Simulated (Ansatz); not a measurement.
System: C₄H₁₃NSi, charge 0, multiplicity 1. SMILES: [SiH3]N(CC)CC
Coordinates optimised at B3LYP-D3(BJ)/def2-TZVP (Ansatz, a program for electronic structure):
```xyz
19

C      2.3995    -0.6161     0.0017
C      1.1496    -0.7310    -0.8718
N     -0.0668    -0.1758    -0.2837
Si    -0.4356     1.4978    -0.4945
C     -0.5965    -0.9542     0.8325
C     -2.0416    -0.6197     1.1736
H      3.2623    -1.0552    -0.5045
H      2.6274     0.4304     0.2154
H      2.2729    -1.1344     0.9534
H      0.9653    -1.7867    -1.1047
H      1.3310    -0.2309    -1.8249
H      0.3495     1.9542    -1.6639
H     -0.0800     2.3532     0.6742
H     -1.8781     1.7205    -0.7497
H      0.0180    -0.8335     1.7362
H     -0.5336    -2.0137     0.5585
H     -2.1512     0.4092     1.5238
H     -2.6897    -0.7526     0.3064
H     -2.3935    -1.2731     1.9734
```
Charge 0, spin multiplicity 1.

Property: atomisation energy (electronic, to ground-state atoms), in kcal/mol. Cores are frozen in the correlated levels unless marked. UHF or UKS for open shells. No spin-orbit coupling. No relativistic terms. The coupled-cluster limit lacks core correlation, which all-electron functionals hold. CBS marks a two-point X^-3 extrapolation of the correlation energy; Hartree-Fock from the larger set. The bracket is a focal-point correction in the basis named.

| level | program | atomisation energy (kcal/mol) |
|---|---|---|
| PBE/def2-TZVPD | Ansatz | 1690.8 |
| PBE-D4/def2-TZVPD | Ansatz + dftd4 | 1701.0 |
| BLYP-D3(BJ)/def2-TZVPD | Ansatz + dftd3 | 1672.9 |
| revPBE/def2-TZVPD | Ansatz | 1636.8 |
| r2SCAN/def2-TZVPD | Ansatz | 1675.3 |
| B3LYP/def2-TZVPD | Ansatz | 1667.8 |
| PBE0/def2-TZVPD | Ansatz | 1675.1 |
| r2SCAN0-D4/def2-TZVPD | Ansatz + dftd4 | 1664.3 |
| r2SCAN0/def2-TZVPD | Ansatz | 1661.2 |
| HSE06-D4/def2-TZVPD | Ansatz + dftd4 | 1684.6 |
| CAM-B3LYP-D4/def2-TZVPD | Ansatz + dftd4 | 1690.7 |
| CAM-B3LYP/def2-TZVPD | Ansatz | 1682.0 |
| LC-wPBE-D4/def2-TZVPD | Ansatz + dftd4 | 1684.4 |
| MP2/cc-pV(T+d)Z | Ansatz | 1650.4 |
| SCS-MP2/STO-3G | Ansatz | 1746.5 |
| SCS-MP2/aug-cc-pV(D+d)Z | Ansatz | 1583.5 |
| SCS-MP2/aug-cc-pV(T+d)Z | Ansatz | 1663.9 |
| CCSD/6-31G | Ansatz | 1416.8 |
| CCSD(T) with core electrons (1s frozen past Ne)/cc-pwCVTZ | Ansatz | 1648.7 |
| RI-MP2/CBS(cc-pV(T+d)Z,cc-pV(Q+d)Z)+[CCSD(T)-MP2]/cc-pV(T+d)Z | Ansatz | 1682.1 |
| RI-MP2/CBS(aug-cc-pV(T+d)Z,aug-cc-pV(Q+d)Z)+[CCSD(T)-MP2]/aug-cc-pV(T+d)Z | Ansatz | 1682.0 |
